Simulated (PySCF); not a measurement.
Simulation results for B2GeH6N, CH4BGeO, C2H7BGe, CH4GeOSi

Computed with PySCF 2.14.0. Calculation on a computer-drawn molecule: the log of a Hartree-Fock and frozen-core CCSD(T) single point meant for a local Hartree-Fock minimum, with one planted fault or none, to be diagnosed. Offsets are logged minus clean, where the clean run is the same molecule without the fault. The reference is restricted for singlets and unrestricted otherwise, and also for a bond in bohr or an excited solution. Adding or removing an electron swaps singlet and doublet. The excited solution moves the top pair (singlet) or top alpha electron (doublet) to the lowest empty orbital. Highest occupied and lowest empty are orbital energies over both spins, largest force is the largest gradient component, triples share is (T) over the correlation energy, the T1 limit is 0.02 restricted and 0.045 unrestricted, electrons count all cores, a negative frequency is imaginary (commonest isotopes), and the dipole is about the centre of nuclear charge; on germanium a core potential holds 10 electrons, which the energies leave out, and 3d is frozen in MP2 and coupled-cluster steps.

Common to all runs: meant basis and core potential on germanium cc-pVDZ-PP ECP10MDF; logged SCF converged yes; logged CC converged yes; logged SCF stable within its kind yes; possible faults no fault, one electron removed, one electron added, multiplicity raised by two, geometry at a saddle point, SCF held on an excited solution, minimal basis STO-3G, one bond length entered in bohr, all coordinates scaled.

(1) 
```xyz
10
formula=B2GeH6N meant_charge=0 meant_multiplicity=2 meant_basis=cc-pVDZ logged_electrons=55 logged_basis_functions=95 logged_spin_squared=3.7925 logged_highest_occupied=-6.072 logged_lowest_empty=-2.9321 logged_largest_force=0.054924 logged_T1_diagnostic=0.027572 logged_D1_diagnostic=0.12279 logged_triples_share=0.034102 logged_dipole_magnitude=2.0611 logged_energy_HF=-400.45824 logged_energy_CCSD(T)=-400.94396 planted_fault=multiplicity_raised_by_two HF_energy_offset_from_clean_run=141.2 CCSD(T)_energy_offset_from_clean_run=135.9
B     -1.2699     2.4233     1.1171
N     -0.4215     1.9732     0.0800
B      0.8267     2.6270    -0.1676
Ge    -0.8835     0.5004    -1.0112
H     -2.3303     1.9349     1.4007
H      1.5382     2.2255    -1.0524
H      1.1632     3.5645     0.4976
H     -2.2663     0.0231    -0.5813
H     -0.8889     0.9661    -2.4660
H      0.1629    -0.5946    -0.8106
```

Units: logged_highest_occupied, logged_lowest_empty in eV; logged_largest_force in hartree/bohr; logged_dipole_magnitude in debye; logged_energy_HF, logged_energy_CCSD(T) in hartree; HF_energy_offset_from_clean_run, CCSD(T)_energy_offset_from_clean_run in kcal/mol.

Drawn bonds:
```
atom  other atom  order
   1           2      1
   2           3      1
   2           4      1
   1           5      1
   3           6      1
   3           7      1
   4           8      1
   4           9      1
   4          10      1
```

(2) 
```xyz
8
formula=CH4BGeO meant_charge=1 meant_multiplicity=1 meant_basis=cc-pVDZ logged_electrons=53 logged_basis_functions=85 logged_spin_squared=0.7556 logged_highest_occupied=-22.052 logged_lowest_empty=-11.885 logged_largest_force=0.052448 logged_T1_diagnostic=0.018339 logged_D1_diagnostic=0.058467 logged_triples_share=0.029014 logged_dipole_magnitude=3.2132 logged_energy_HF=-432.38442 logged_energy_CCSD(T)=-432.86113 planted_fault=one_electron_removed HF_energy_offset_from_clean_run=282.9 CCSD(T)_energy_offset_from_clean_run=316.5
C     -1.4119     0.9179    -2.5787
Ge    -0.0542     2.0153    -2.3402
B     -0.0344     2.6840    -0.3969
O     -0.1004     3.1221     0.7639
H     -1.6016     0.4464    -3.5355
H     -2.1083     0.6975    -1.7797
H      1.0739     2.5203    -3.1858
H      0.2352     2.8759     1.6232
```

Units: logged_highest_occupied, logged_lowest_empty in eV; logged_largest_force in hartree/bohr; logged_dipole_magnitude in debye; logged_energy_HF, logged_energy_CCSD(T) in hartree; HF_energy_offset_from_clean_run, CCSD(T)_energy_offset_from_clean_run in kcal/mol.

Drawn bonds:
```
atom  other atom  order
   1           2      2
   2           3      1
   3           4      1
   1           5      1
   1           6      1
   2           7      1
   4           8      1
```

(3) 
```xyz
11
formula=C2H7BGe meant_charge=0 meant_multiplicity=1 meant_basis=cc-pVDZ logged_electrons=56 logged_basis_functions=100 logged_spin_squared=2.0208 logged_highest_occupied=-6.4992 logged_lowest_empty=0.26465 logged_largest_force=0.1056 logged_T1_diagnostic=0.015263 logged_D1_diagnostic=0.079065 logged_triples_share=0.027541 logged_dipole_magnitude=1.7786 logged_energy_HF=-397.77056 logged_energy_CCSD(T)=-398.26874 planted_fault=multiplicity_raised_by_two HF_energy_offset_from_clean_run=20.48 CCSD(T)_energy_offset_from_clean_run=45.42
C     -1.5658     0.8498     0.5577
Ge     0.0641     0.2771     0.9667
B      1.2217    -0.8106    -0.3547
C      0.7388    -1.1938    -1.8013
H     -2.0116     0.6447    -0.4090
H     -2.1798     1.4210     1.2442
H      0.5939     0.6228     2.3570
H      2.3140    -1.1593     0.0034
H      1.4444    -0.7735    -2.5294
H      0.8013    -2.2819    -1.9260
H     -0.2674    -0.8689    -2.0670
```

Units: logged_highest_occupied, logged_lowest_empty in eV; logged_largest_force in hartree/bohr; logged_dipole_magnitude in debye; logged_energy_HF, logged_energy_CCSD(T) in hartree; HF_energy_offset_from_clean_run, CCSD(T)_energy_offset_from_clean_run in kcal/mol.

Drawn bonds:
```
atom  other atom  order
   1           2      2
   2           3      1
   3           4      1
   1           5      1
   1           6      1
   2           7      1
   3           8      1
   4           9      1
   4          10      1
   4          11      1
```

(4) 
```xyz
11
formula=C2H7BGe meant_charge=0 meant_multiplicity=1 meant_basis=cc-pVDZ logged_electrons=55 logged_basis_functions=100 logged_spin_squared=0.7566 logged_highest_occupied=-16.457 logged_lowest_empty=-6.2843 logged_largest_force=0.053452 logged_T1_diagnostic=0.01288 logged_D1_diagnostic=0.056411 logged_triples_share=0.026577 logged_dipole_magnitude=1.261 logged_energy_HF=-397.55567 logged_energy_CCSD(T)=-398.03684 planted_fault=one_electron_removed HF_energy_offset_from_clean_run=155.3 CCSD(T)_energy_offset_from_clean_run=190.9
C     -1.5658     0.8498     0.5577
Ge     0.0641     0.2771     0.9667
B      1.2217    -0.8106    -0.3547
C      0.7388    -1.1938    -1.8013
H     -2.0116     0.6447    -0.4090
H     -2.1798     1.4210     1.2442
H      0.5939     0.6228     2.3570
H      2.3140    -1.1593     0.0034
H      1.4444    -0.7735    -2.5294
H      0.8013    -2.2819    -1.9260
H     -0.2674    -0.8689    -2.0670
```

Units: logged_highest_occupied, logged_lowest_empty in eV; logged_largest_force in hartree/bohr; logged_dipole_magnitude in debye; logged_energy_HF, logged_energy_CCSD(T) in hartree; HF_energy_offset_from_clean_run, CCSD(T)_energy_offset_from_clean_run in kcal/mol.

Drawn bonds:
```
atom  other atom  order
   1           2      2
   2           3      1
   3           4      1
   1           5      1
   1           6      1
   2           7      1
   3           8      1
   4           9      1
   4          10      1
   4          11      1
```

(5) 
```xyz
8
formula=CH4GeOSi meant_charge=0 meant_multiplicity=1 meant_basis=cc-pV(D+d)Z logged_electrons=64 logged_basis_functions=94 logged_spin_squared=0 logged_highest_occupied=-8.5038 logged_lowest_empty=1.4536 logged_largest_force=0.057811 logged_T1_diagnostic=0.015221 logged_D1_diagnostic=0.04137 logged_triples_share=0.028785 logged_dipole_magnitude=1.486 logged_energy_HF=-697.27629 logged_energy_CCSD(T)=-697.81771 planted_fault=all_coordinates_scaled,by_-6.1_% HF_energy_offset_from_clean_run=24.34 CCSD(T)_energy_offset_from_clean_run=34.27
C     -1.4239    -2.5623    -0.8638
Ge    -0.8159    -1.0464    -0.6924
O     -0.6346    -0.3006     0.7776
Si    -1.3225    -0.1522     2.1609
H     -1.7232    -3.1196    -0.0696
H     -1.4982    -2.9697    -1.7914
H     -0.3533    -0.1393    -1.6780
H     -0.2857     0.6013     2.8006
```

Units: logged_highest_occupied, logged_lowest_empty in eV; logged_largest_force in hartree/bohr; logged_dipole_magnitude in debye; logged_energy_HF, logged_energy_CCSD(T) in hartree; HF_energy_offset_from_clean_run, CCSD(T)_energy_offset_from_clean_run in kcal/mol.

Drawn bonds:
```
atom  other atom  order
   1           2      2
   2           3      1
   3           4      1
   1           5      1
   1           6      1
   2           7      1
   4           8      1
```

(6) 
```xyz
8
formula=CH4GeOSi meant_charge=0 meant_multiplicity=1 meant_basis=cc-pV(D+d)Z logged_electrons=64 logged_basis_functions=94 logged_spin_squared=2.1509 logged_highest_occupied=-7.4362 logged_lowest_empty=0.43533 logged_largest_force=0.029797 logged_T1_diagnostic=0.036336 logged_D1_diagnostic=0.1546 logged_triples_share=0.032378 logged_dipole_magnitude=0.96513 logged_energy_HF=-697.27266 logged_energy_CCSD(T)=-697.8057 planted_fault=multiplicity_raised_by_two HF_energy_offset_from_clean_run=26.62 CCSD(T)_energy_offset_from_clean_run=41.8
C     -1.5164    -2.7287    -0.9199
Ge    -0.8689    -1.1144    -0.7374
O     -0.6759    -0.3201     0.8282
Si    -1.4084    -0.1621     2.3012
H     -1.8351    -3.3222    -0.0741
H     -1.5956    -3.1626    -1.9078
H     -0.3762    -0.1483    -1.7871
H     -0.3043     0.6403     2.9825
```

Units: logged_highest_occupied, logged_lowest_empty in eV; logged_largest_force in hartree/bohr; logged_dipole_magnitude in debye; logged_energy_HF, logged_energy_CCSD(T) in hartree; HF_energy_offset_from_clean_run, CCSD(T)_energy_offset_from_clean_run in kcal/mol.

Drawn bonds:
```
atom  other atom  order
   1           2      2
   2           3      1
   3           4      1
   1           5      1
   1           6      1
   2           7      1
   4           8      1
```
